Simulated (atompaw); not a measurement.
# How hard is this Eu PAW (atompaw) potential?

atompaw 4.2.0.5 input, output lines left out:

```
Eu 63
GGA-PBE scalarrelativistic loggrid 2001 logderivrange -5 5 251
6 6 5 4 0 0
6 1 0
5 2 0
4 3 7
0 0 0
c
c
c
c
v
v
c
c
c
v
v
c
c
v
v
3
2.60 2.05 2.25 1.75
n
n
y
0.85
n
y
1.15
n
bloechl besselshape
4 0 troulliermartins
```

The pseudo-atom Hamiltonian at the reference potential is diagonalised in spherical Bessel functions j_l(qr) that vanish at 20 bohr, with q² up to the cutoff. All-electron valence levels (Ry): 5s -3.2829, 6s -0.2663, 5p -1.7474, 6p -0.0879, 5d -0.1145, 4f -0.1998.

Q: How do the lowest levels (Ry) of each channel move with the cutoff, and are there ghosts?

A:

| cutoff (Ry) | s #1 | s #2 | p #1 | p #2 | p #3 | d #1 | f #1 | f #2 | Σ f·Δε (mRy) |
| --- | --- | --- | --- | --- | --- | --- | --- | --- | --- |
| 8 | -3.1813 | -0.2638 | -1.4148 | -0.0726 | 0.0528 | -0.0843 | 0.0917 | 0.1967 | 4244.2 |
| 12 | -3.2709 | -0.2659 | -1.6578 | -0.0841 | 0.0483 | -0.1053 | 0.0439 | 0.0939 | 2268.2 |
| 18 | -3.2767 | -0.2660 | -1.7401 | -0.0875 | 0.0470 | -0.1128 | -0.1210 | 0.0924 | 608.1 |
| 25 | -3.2791 | -0.2661 | -1.7465 | -0.0878 | 0.0469 | -0.1142 | -0.1764 | 0.0923 | 177.6 |
| 30 | -3.2813 | -0.2662 | -1.7466 | -0.0878 | 0.0469 | -0.1144 | -0.1903 | 0.0922 | 74.7 |
| 40 | -3.2828 | -0.2663 | -1.7472 | -0.0879 | 0.0469 | -0.1145 | -0.1986 | 0.0922 | 9.8 |
| 50 | -3.2829 | -0.2663 | -1.7474 | -0.0879 | 0.0469 | -0.1145 | -0.1997 | 0.0922 | 0.5 |
| 60 | -3.2829 | -0.2663 | -1.7474 | -0.0879 | 0.0469 | -0.1145 | -0.1998 | 0.0922 | 0.0 |
| 400 | -3.2829 | -0.2663 | -1.7474 | -0.0879 | 0.0469 | -0.1145 | -0.1998 | 0.0922 | 0.0 |

Result: no extra level below or beside the all-electron valence levels (s, p, d, f tested); 10 mRy is reached at 40 Ry and 1 mRy at 50 Ry.
